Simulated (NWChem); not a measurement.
Species: C$_{2}$HBrF$_{2}$; SMILES F/C=C(\F)Br

Computed with NWChem. Pople sets run with spherical d functions. STO-3G and 3-21G are far too small for this property and stand as cheap habits. All runs use the structure optimised with PBE0/def2-SVP. Field at 589 nm.

### Question
Among these, which level gives the lowest value of “isotropic polarisability (bohr³)”?
A) B3LYP/def2-SVPD
B) B3LYP/STO-3G
C) B3LYP/aug-cc-pVDZ
D) B3LYP/6-31G*

### Answer
B, B3LYP/STO-3G. Values: B3LYP/STO-3G 19.3; B3LYP/6-31G* 37.5; B3LYP/aug-cc-pVDZ 49.7; B3LYP/def2-SVPD 50.2
